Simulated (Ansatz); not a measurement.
Consider the redistribution: `CN[SiH2]N` + `N=C([SiH3])CCl` → `CN[SiH2]CCl` + `N=C(N)[SiH3]`.

Calculated with Ansatz (gas phase, PBE0-D4/def2-TZVP geometries, no zero-point term in ΔE). CCSD(T)/CBS adds triple-zeta CCSD(T) − MP2 to the extrapolated MP2 energy (def2 sets, frozen cores). Functionals use def2-TZVPP. B3LYP here is the variant with VWN-RPA as its local correlation; programs differ in this. Each species was taken in one conformer, which may not be the lowest.

```csv
level,ΔE (kJ/mol)
PBE0-D4,41.7
B3LYP-D4,44.3
ωB97X-V,46.4
B2PLYP,49.8
```

Problem. What does CCSD(T)/CBS give? (Best estimate.)

Solution. Computed: +56.1 kJ/mol. The listed levels differ from it by -14.4, -11.8, -9.7, -6.3 kJ/mol.

Largest T1 diagnostic among the species: 0.014.

From PBE to PBE0 (25 % exact exchange), in def2-TZVPP and without D4, ΔE moves by +4.7 kJ/mol.
